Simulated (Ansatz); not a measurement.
Ideal-gas functions of `[F][Ge]([Cl])[Br]` radical at 500 K and 1 bar, from an Ansatz frequency run at PBE0-D4/def2-TZVP.

Molar mass 206.96 g/mol, point group C1 (symmetry number 1), electronic degeneracy 2, moments of inertia 139.497, 400.675, 500.382 u Å². Harmonic wavenumbers (cm⁻¹, unscaled): 107, 164, 191, 299, 421, 698.

Use S(trans) = R[1.5 ln M + 2.5 ln T − 1.1517]; rotational temperatures θ = 24.2544 K / I; S(rot) = R[ln(√π/σ · √(T³/θAθBθC)) + 1.5]; for each mode x = 1.438777 ν̃/T, S = R[x/(eˣ − 1) − ln(1 − e⁻ˣ)] and H = RT x/(eˣ − 1); 1 cm⁻¹ = 0.0119627 kJ/mol; R = 8.31446 J/(mol·K).

Question: By hand: the entropy, in J/(mol·K).

Answer: Translation 186.1. Rotation: θ = 0.1739, 0.0605, 0.0485 K, giving 126.3. Vibration, mode by mode: 18.14, 14.63, 13.39, 9.82, 7.21, 3.79, in all 67.0. Electronic 5.8. Sum 385.2 J/(mol·K).

Question: By hand: H − E and G − E in kJ/mol, counted from the electronic energy.

Answer: Zero-point energy ½ × 1880 × 0.0119627 = 11.2; thermal vibration 16.0; translation, rotation and pV give 4 RT = 16.6. H − E = 43.8 kJ/mol, and G − E = 43.8 − 500 × 385.2/1000 = -148.8 kJ/mol.

Vibration gives 17 % of the entropy, 18.1 J/(mol·K) of it from the mode under 150 cm⁻¹: soft modes count most, and the harmonic formula is weakest for them. The sum counts one conformer and one mirror image; others add a mixing term.
